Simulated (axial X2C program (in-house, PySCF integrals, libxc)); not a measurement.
**Levels of MgTl by electron attachment to MgTl⁺ (EOM-EA-CCSD)**

Computed with an axial X2C code built on PySCF integrals: two-component X2C with atomic mean-field Coulomb and Gaunt terms, Gaussian nuclei, basis Tl dyall-acv3z, Mg dyall-acv3z with contracted cores.

R = 2.994 Å (0.960 times 3.119 Å, the PBE0 minimum at charge 0 for the lowest determinant).

Levels of MgTl obtained by attaching an electron to MgTl⁺:

```json
{"Ω": "1/2", "binding energy (eV)": "5.329", "above lowest (cm⁻¹)": "0", "attached spinor": "56% Tl pπ, 13% Mg pπ, 8% Mg pσ", "one-particle weight": "0.94"}
{"Ω": "3/2", "binding energy (eV)": "4.750", "above lowest (cm⁻¹)": "4674", "attached spinor": "63% Tl pπ, 29% Mg pπ", "one-particle weight": "0.94"}
{"Ω": "1/2", "binding energy (eV)": "4.552", "above lowest (cm⁻¹)": "6268", "attached spinor": "31% Mg pσ, 28% Tl pσ, 13% Tl pπ", "one-particle weight": "0.94"}
{"Ω": "1/2", "binding energy (eV)": "3.109", "above lowest (cm⁻¹)": "17912", "attached spinor": "56% Mg pπ, 19% Tl dπ, 12% Tl pπ", "one-particle weight": "0.89"}
{"Ω": "3/2", "binding energy (eV)": "2.987", "above lowest (cm⁻¹)": "18891", "attached spinor": "49% Mg pπ, 20% Tl dπ, 17% Tl pπ", "one-particle weight": "0.88"}
{"Ω": "1/2", "binding energy (eV)": "2.439", "above lowest (cm⁻¹)": "23312", "attached spinor": "31% Mg pσ, 30% Tl sσ, 22% Mg sσ", "one-particle weight": "0.81"}
```

**Question.** Take the first Ω = 1/2 and Ω = 3/2 rows of π character: how far apart are they, and which lies lower?

**Answer.** E(3/2) − E(1/2) = 4674 − 0 = 4674 cm⁻¹ at EOM-EA-CCSD: regular, Ω = 1/2 lower. Splittings at this level can be off by ten to twenty per cent.

This point took 26 s on 1 thread of Arm Neoverse V2 (shared host).

Reference electrons by ω block (each with its −ω partner): 1/2: 27, 3/2: 13, 5/2: 5, 7/2: 1. 14 electrons of MgTl⁺ correlated (inner shells frozen), 92 natural virtual spinors (a truncated set); levels can be off by some tenths of an eV. Roots sought by Ω: (1/2: 5, 3/2: 4, 5/2: 2, 7/2: 1); the list ends where they run out and leaves out roots under 60 % one-particle weight. The solver can skip a root, and states that need a further excitation, which the method places far too high, are missing though they may lie low or lowest. T1 of the reference 0.011 (Lee–Taylor). The reference was not checked to be the lowest state of its species. Number of frozen shells: Tl 5 s, 4 p, 2 d, 1 f; Mg 2 s, 1 p. Left out with split weight: Ω = 1/2 at 2.59 eV (0.18).
